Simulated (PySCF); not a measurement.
H₅NbO₄S, multiplicity 1. Atoms are numbered in the order given.

```xyz
11

Nb     0.1560    -0.2238    -0.1561
O      1.5078     1.0809    -0.2848
H      1.7673     1.9942    -0.1505
O      1.2631    -1.4881     0.7112
H      2.2038    -1.3427     0.8623
O     -0.0225    -0.4258    -2.0293
H     -0.7551    -0.9154    -2.4206
O     -1.4536    -1.1302     0.2214
H     -2.2938    -1.0281     0.6772
S     -1.0913     1.4792     1.0871
H     -0.2161     2.5061     1.0899
```
Charge 0, spin multiplicity 1.

Geometry: PBE0-D3(BJ)/def2-SVP. The multiplicity is an assumed one; other spin states were not compared. The def2 effective core potentials stand for the cores of Nb; spin–orbit coupling is left out. One conformer was computed; it need not be the lowest.

Method: ωB97X/def2-TZVP in PySCF.

ESP charges are fitted to the potential on shells at 1.4 to 2.0 van der Waals radii. Atomic charges (e):

```json
[
 {"atom": "Nb1", "ESP fit": "1.26", "Löwdin": "0.54", "Mulliken": "1.78"},
 {"atom": "O2", "ESP fit": "-0.70", "Löwdin": "-0.31", "Mulliken": "-0.72"},
 {"atom": "H3", "ESP fit": "0.43", "Löwdin": "0.17", "Mulliken": "0.35"},
 {"atom": "O4", "ESP fit": "-0.64", "Löwdin": "-0.30", "Mulliken": "-0.71"},
 {"atom": "H5", "ESP fit": "0.42", "Löwdin": "0.18", "Mulliken": "0.36"},
 {"atom": "O6", "ESP fit": "-0.64", "Löwdin": "-0.30", "Mulliken": "-0.71"},
 {"atom": "H7", "ESP fit": "0.42", "Löwdin": "0.18", "Mulliken": "0.36"},
 {"atom": "O8", "ESP fit": "-0.70", "Löwdin": "-0.30", "Mulliken": "-0.70"},
 {"atom": "H9", "ESP fit": "0.49", "Löwdin": "0.17", "Mulliken": "0.36"},
 {"atom": "S10", "ESP fit": "-0.56", "Löwdin": "-0.04", "Mulliken": "-0.49"},
 {"atom": "H11", "ESP fit": "0.20", "Löwdin": "0.03", "Mulliken": "0.12"}
]
```
